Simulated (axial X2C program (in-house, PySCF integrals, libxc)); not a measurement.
**Spectroscopic constants of TeC⁻**

All values were computed with an axial X2C code built on PySCF integrals. Spin-free means the one-electron spin-free X2C Hamiltonian; two-component (2c) means X2C with spin–orbit coupling and atomic mean-field two-electron Coulomb and Gaunt terms, so the difference of the two also holds small scalar two-electron terms. Basis: Te dyall-acv3z [12s13p9d5f1g], C dyall-av3z [8s7p3d2f] (cores contracted in-house); Gaussian nuclei, density fitting, unrestricted open shells. Masses: Te 129.906 u, C 12.000 u.

The run was started with this input:
```json
{"zs": [52, 6], "q": -1, "bas": ["dyall-acv3z", "dyall-av3z"], "levels": ["PBE0", "HF", "BP86"], "cc": true, "r0": 1.95, "thr": -1.0, "nmax": 90, "npts": 10, "nst": 2, "ntry": 6}
```
```bash
python so2c.py task.json out
```

Keys: zs atomic numbers; q charge; bas basis sets; levels methods; cc coupled cluster on or off; r0 starting distance in Å; thr threshold in hartree for freezing inner shells (an s shell follows its p shell); nmax most natural virtual spinors; npts points on the curve; nst determinants followed; ntry starts of the search. HF also brings MP2.

State, spin-free: M_S = 1/2, Λ = 1 (beyond evenly filled blocks: π+α); electrons by block: σα: 13, σβ: 13, π+α: 7, π+β: 6, π-α: 6, π-β: 6, δ+α: 2, δ+β: 2, δ-α: 2, δ-β: 2. Fragments: Te- + C.

State, 2c: Ω = 1/2 (⟨Sz⟩ = -0.50, ⟨Lz⟩ = 1.00 at PBE0); electrons by block: 1/2: 20, -1/2: 19, 3/2: 8, -3/2: 8, 5/2: 2, -5/2: 2. Fragments: Te- + C.

```
Hamiltonian  level  Re (Å)  ωe (cm⁻¹)  ωexe (cm⁻¹)  Be (cm⁻¹)  αe (cm⁻¹)  De (eV)  k (mdyn/Å)  μ (D)
  spin-free   PBE0   1.993      689.8         3.54     0.3863    0.00279     3.73        3.08  -3.90
  spin-free   BP86   2.014      652.8         3.52     0.3785    0.00287     4.12        2.76  -3.96
         2c   PBE0   1.998      679.7         3.79     0.3843    0.00288     3.65        2.99  -4.07
         2c   BP86   2.019      644.3         3.67     0.3764    0.00293     4.02        2.69  -4.12
```

Dipoles are positive if C is the positive end and refer to the centre of mass.

One determinant describes the state; a PBE0 search over occupations chose it and may have missed a lower one. Dissociation energies refer to the lowest single-determinant-based atoms at the same level and basis. Density functionals use the spin component along the axis (collinear). In 2c an atomic determinant is not the ground J level, so De misses part of the atomic spin–orbit lowering. This holds for PBE0, BP86. Without a current term, density functionals place determinants with orbital angular momentum somewhat too high. The highest occupied level of some functionals is positive through self-interaction error; at Hartree–Fock it is bound. The determinant is spin-polarised beyond a pure state at some levels (its spin-free form has ⟨S²⟩ too high), which makes Re and μ there less reliable.

No reliable constants came from CCSD (2c), CCSD (spin-free), CCSD(T) (2c), CCSD(T) (spin-free), HF (2c), HF (spin-free), MP2 (2c), MP2 (spin-free): no minimum in range, unconverged points, a curve that is not smooth, a change of character along it, or the two Hamiltonians disagreeing along it.

Rough cost a point (2c) on 1 thread(s) of a shared host, integrals apart: PBE0 1.6 s, BP86 0.7 s.

The whole task took 3.6 min on 1 thread of Arm Neoverse V2, with other jobs on the host.
